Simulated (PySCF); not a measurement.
Isomers of C7H5NSi side by side.

PySCF, CAM-B3LYP/def2-SVPD, density fitting, gas phase; each molecule at its own GFN2-xTB geometry, one conformer. Singlet excitations by full TDDFT with frozen cores and triplets by Tamm–Dancoff TDDFT. 

Torsions of the conformers computed, which needn't be the lowest (atom-mapped SMILES):
- `[CH:1]#[C:2]/[CH:3]=[C:4](\[C:5]#[CH:6])[SiH2:7][C:8]#[N:9]`: C3–C4–Si7–C8 -116°
- `[CH:1]#[C:2]/[CH:3]=[C:4](/[C:5]#[CH:6])[SiH2:7][C:8]#[N:9]`: C3–C4–Si7–C8 56°

Reference: `C#CC1=CC=C[Si@@H]1C#N`, with HOMO energy -8.05 eV, LUMO energy -1.52 eV, lowest singlet excitation 3.72 eV, lowest triplet excitation 2.10 eV, mean polarisability 108.4 au and dipole moment 4.08 D.

Changes against it:

| molecule | Δ electronic energy (kcal/mol) | Δ HOMO energy (eV) | Δ LUMO energy (eV) | Δ lowest singlet excitation (eV) | Δ lowest triplet excitation (eV) | Δ mean polarisability (au) | Δ dipole moment (D) |
| --- | --- | --- | --- | --- | --- | --- | --- |
| C#CC#C/C([SiH3])=C/C#N | +42.3 | -0.44 | -0.39 | -0.10 | +0.34 | +24.5 | -0.21 |
| C#C[Si@@H]1[C@H](C#N)C12C=C2 | +69.0 | -0.05 | +1.51 | +1.45 | +1.61 | -3.3 | +0.66 |
| C#C/C=C(/C#C)[SiH2]C#N | +38.2 | -0.35 | +0.17 | +0.87 | +0.52 | +4.6 | -0.58 |
| C#C[Si@@H]1[C@@H](C#N)C12C=C2 | +68.9 | -0.07 | +1.45 | +1.43 | +1.62 | -1.5 | +1.27 |

Rows whose labels were lost:

```
row  Δ electronic energy (kcal/mol)  Δ HOMO energy (eV)  Δ LUMO energy (eV)  Δ lowest singlet excitation (eV)  Δ lowest triplet excitation (eV)  Δ mean polarisability (au)  Δ dipole moment (D)
  P                            +6.6               -0.36               -0.24                             +0.20                             +0.11                        +3.9                +0.72
  Q                           +37.9               -0.44               +0.26                             +0.96                             +0.64                        +4.5                -0.08
  R                           +41.7               -0.45               -0.25                             -0.07                             +0.43                       +18.9                -0.08
```

Problem. Which row belongs to which of `C#C/C=C(\C#C)[SiH2]C#N`, `C#CC#C/C([SiH3])=C\C#N` and `C#CC1=C[SiH2]C(C#N)=C1`?

Solution. P = `C#CC1=C[SiH2]C(C#N)=C1`, Q = `C#C/C=C(\C#C)[SiH2]C#N` and R = `C#CC#C/C([SiH3])=C\C#N`. P and Q are told apart most clearly by the electronic energy (+6.6 against +37.9 kcal/mol); P and R are told apart most clearly by the electronic energy (+6.6 against +41.7 kcal/mol); Q and R are told apart most clearly by the mean polarisability (+4.5 against +18.9 au); Q lies nearest to the labelled row of `C#C/C=C(/C#C)[SiH2]C#N`; R comes close to the labelled row of `C#CC#C/C([SiH3])=C/C#N` in every column.
